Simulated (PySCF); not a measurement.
# Working out the ionisation energy of Os(2+)

Os(2+) [Xe] 4f14 5d6 (5D) → Os(3+) [Xe] 4f14 5d5 (6S). All numbers are calculated (PySCF 2.14, a scalar-relativistic core potential, in aug-cc-pwCVDZ-PP with ECP60MDF). Frozen: nothing. Energies in hartree (1 hartree = 27.21139 eV):

```tsv
part	Os(2+) (lower)	Os(3+) (upper)
UHF	-89.239295	-88.325188
CCSD correlation	-0.321720	-0.280600
(T)	-0.006882	-0.004057
```

Question: What does Hartree-Fock give?

Answer: (-88.325188) − (-89.239295) = 0.914107 hartree = 24.874 eV.

Question: What do CCSD and CCSD(T) give?

Answer: The CCSD correlation energies differ by 0.041120 hartree = 1.119 eV and the triples by 0.002825 hartree = 0.077 eV, so CCSD gives 25.993 eV and CCSD(T) 26.070 eV.

Reference: 25 ± 1.6 eV (theoretical estimate listed by NIST; NIST Atomic Spectra Database, ionization energies), between the lowest levels; spin-orbit coupling is absent from the calculation.

A double-zeta basis recovers only part of the correlation energy.

What remains against the reference includes basis incompleteness and higher excitations.
